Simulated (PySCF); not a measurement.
Two-component Hartree-Fock for Tb⁵⁶⁺ (terbium, charge +56)

Start: [He] 2s2 2p5; 2p1/2 filled at m_j = -1/2, +1/2; 2p3/2 filled at m_j = -1/2, +1/2, +3/2. Calculated with PySCF 2.14 in an even-tempered Gaussian basis (17 s from 37 bohr⁻², ratio 2.4; 13 p from 48 bohr⁻², ratio 2.4; 5 d from 170 bohr⁻², ratio 2.6; 4 f from 250 bohr⁻², ratio 2.6): generalised Hartree-Fock with the X2C-1e Hamiltonian and a Gaussian nucleus; one run each with spin-orbit coupling (SO) switched off, then screened by Boettger's factors.

```csv
spinor shell,electrons,"ε, spin-free (eV)","ε, screened SO (eV)",weight of nominal j (screened SO),"rms radius, screened SO (bohr)"
1s1/2,2,-57030.7,-57013.9,1.000,0.0244
2s1/2,2,-13120.1,-13115.3,1.000,0.0965
2p1/2,2,-12216.6,-12765.3,1.000,0.0822
2p3/2,3,-12216.6,-11980.2,1.000,0.0882
```

```tsv
quantity	spin-free	screened SO
E (hartree)	-7875.38988	-7890.41511
M_J	3/2	3/2
⟨J²⟩	3.750	3.750
⟨L²⟩	2.000	2.014
⟨S²⟩	0.750	0.764
```

Each row is a mean over spinors that exchange with the open shell spreads, by up to 55.096 eV (2s1/2).

Breit and QED terms are absent; they matter most for the inner s and p1/2 levels.

Densities and radii are taken from the X2C orbitals without a picture-change correction, which distorts them close to the nucleus.

Without spin-orbit coupling the j labels of p, d and f shells carry no meaning; the spin-free column gives the mean over the occupied spinors of each nl shell.
